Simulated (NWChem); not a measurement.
Ionisation of CH$_{3}$ClOSW

SMILES: [CH3][W](=[O])(=[S])[Cl]
```xyz
8

W      0.0745     0.1251    -0.0739
O      1.3488     0.7273    -1.0094
S      0.8271    -0.3956     1.8484
Cl    -1.1142    -1.5295    -1.0951
C     -1.1046     1.8170     0.2717
H     -0.5312     2.6416     0.7217
H     -1.9421     1.5578     0.9405
H     -1.4947     2.1523    -0.7064
```
Charge 0, spin multiplicity 1.

Everything below was run with NWChem. Structure: optimised with PBE0/def2-SVP with def2 effective core potentials on W, with no frequency check, so it may be a saddle point.

Basis set: def2-TZVP. −ε marks an orbital energy of the parent.

Effective core potentials replace the inner electrons of W; spin-orbit coupling is left out. The structure started from a generated list of species.

Task: For the first vertical ionisation energy, −ε(HOMO) of PBE gives 6.69 eV and G0W0@BHandHLYP gives 9.76 eV. What do G0W0@PBE, G0W0@PBE0, −ε(HOMO) of HF give?

Result: G0W0@PBE: 9.03 eV; G0W0@PBE0: 9.46 eV; −ε(HOMO) of HF: 10.61 eV.
